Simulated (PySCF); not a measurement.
# Dipole response of Cl(2+) (chlorine, charge +2)

[Ne] 3s2 3p3, high-spin 4S determinant. Computed with PySCF 2.14 in dyall-acv3z (19s12p6d4f, 113 functions), with the non-relativistic Hamiltonian (point nucleus). Coupled (time-dependent) response in atomic units; α is the mean over directions.

```json
{"method": "LC-wPBE", "mean α (bohr³)": "5.861", "C₆ (like pair)": "20.80", "S(−4)": "10.36"}
```

S(−4) is the Cauchy moment in α(ω) = α(0) + S(−4) ω² + …

α(iu) at LC-wPBE:

```
u (hartree)  α(iu) (bohr³)
          0          5.861
     0.0500          5.835
      0.100          5.760
      0.200          5.481
      0.300          5.083
      0.500          4.158
      0.750          3.103
       1.00          2.313
       1.50          1.372
       2.00         0.8966
       3.00         0.4757
       5.00         0.2141
```

For an ion, C₆ is the dispersion term alone; charge-induced terms of lower order in 1/R come first.
